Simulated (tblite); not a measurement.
Parent: `[SiH3:1][C@:2]12[CH:3]=[CH:4][C@H:5]1[CH:6]=[CH:7]2`, C6H8Si.

Computed geometry: GFN2-xTB, gas phase. One conformer each, not checked by frequencies here.

```csv
coordinate of the parent,value
Si1–C2,1.883 Å
C2–C3,1.513 Å
C3=C4,1.329 Å
C4–C5,1.509 Å
C5–C6,1.509 Å
C6=C7,1.329 Å
C2–C5,1.567 Å
C2–C7,1.513 Å
Si1–C2–C3,120.3°
Si1–C2–C5,122.9°
Si1–C2–C7,120.3°
C3–C2–C5,85.4°
C3–C2–C7,112.6°
C5–C2–C7,85.4°
C2–C3–C4,94.5°
C3–C4–C5,94.6°
C4–C5–C6,114.3°
C2–C5–C4,85.6°
C2–C5–C6,85.6°
C5–C6–C7,94.6°
C2–C7–C6,94.5°
```

Task: How does the shared frame change in `[SiH3:1][O:2][C:3]1=[CH:4][C@@:5]2([SiH3:6])[CH:7]=[CH:8][C@@H:9]12` with Si1–O2–C3–C4 -176°, C6H10OSi2? Atoms pair as Si1 = Si6, C2 = C5, C3 = C4, C4 = C3, C5 = C9, C6 = C8, C7 = C7 (parent first).

Result: 
```csv
parent,relative,value in the relative,change
Si1–C2,Si6–C5,1.884 Å,+0.001
C2–C3,C5–C4,1.518 Å,+0.005
C3=C4,C4=C3,1.333 Å,+0.004
C4–C5,C3–C9,1.510 Å,+0.001
C5–C6,C9–C8,1.507 Å,-0.002
C6=C7,C8=C7,1.329 Å,0.000
C2–C5,C5–C9,1.567 Å,0.000
C2–C7,C5–C7,1.514 Å,+0.001
Si1–C2–C3,Si6–C5–C4,119.9°,-0.4
Si1–C2–C5,Si6–C5–C9,122.0°,-0.9
Si1–C2–C7,Si6–C5–C7,120.6°,+0.3
C3–C2–C5,C4–C5–C9,86.1°,+0.7
C3–C2–C7,C4–C5–C7,112.9°,+0.3
C5–C2–C7,C9–C5–C7,85.3°,-0.1
C2–C3–C4,C5–C4–C3,93.5°,-1.0
C3–C4–C5,C4–C3–C9,95.4°,+0.8
C4–C5–C6,C3–C9–C8,114.3°,0.0
C2–C5–C4,C5–C9–C3,85.1°,-0.5
C2–C5–C6,C5–C9–C8,85.7°,+0.1
C5–C6–C7,C9–C8–C7,94.6°,0.0
C2–C7–C6,C5–C7–C8,94.5°,0.0
```

Of the parent's bonds, C2–C3 and C3–C4 change most and about equally (+0.004 to +0.005 Å). Bonds of the relative outside the shared frame: Si1–O2 1.629, O2–C3 1.334 Å. Point group Cs → C1.

Task: How does the shared frame change in `[H]/[N:2]=[CH:3]\[C:4]1=[CH:5][C@@:6]2([SiH3:7])[CH:8]=[CH:9][C@@H:10]12` with N2–C3–C4–C5 -173°, C7H9NSi? Atoms pair as Si1 = Si7, C2 = C6, C3 = C5, C4 = C4, C5 = C10, C6 = C9, C7 = C8 (parent first).

Result: 
```tsv
parent	relative	value in the relative	change
Si1–C2	Si7–C6	1.888 Å	+0.005
C2–C3	C6–C5	1.504 Å	-0.009
C3=C4	C5=C4	1.344 Å	+0.015
C4–C5	C4–C10	1.518 Å	+0.009
C5–C6	C10–C9	1.507 Å	-0.002
C6=C7	C9=C8	1.329 Å	0.000
C2–C5	C6–C10	1.567 Å	0.000
C2–C7	C6–C8	1.516 Å	+0.003
Si1–C2–C3	Si7–C6–C5	120.1°	-0.2
Si1–C2–C5	Si7–C6–C10	123.2°	+0.3
Si1–C2–C7	Si7–C6–C8	120.3°	0.0
C3–C2–C5	C5–C6–C10	86.1°	+0.7
C3–C2–C7	C5–C6–C8	112.4°	-0.2
C5–C2–C7	C10–C6–C8	85.2°	-0.2
C2–C3–C4	C6–C5–C4	94.4°	-0.1
C3–C4–C5	C5–C4–C10	94.0°	-0.6
C4–C5–C6	C4–C10–C9	114.2°	-0.1
C2–C5–C4	C6–C10–C4	85.4°	-0.2
C2–C5–C6	C6–C10–C9	85.7°	+0.1
C5–C6–C7	C10–C9–C8	94.6°	0.0
C2–C7–C6	C6–C8–C9	94.4°	-0.1
```

Of the parent's bonds, C3–C4 changes most (+0.015 Å). Bonds of the relative outside the shared frame: N2=C3 1.264, C3–C4 1.441 Å. Point group Cs → C1.
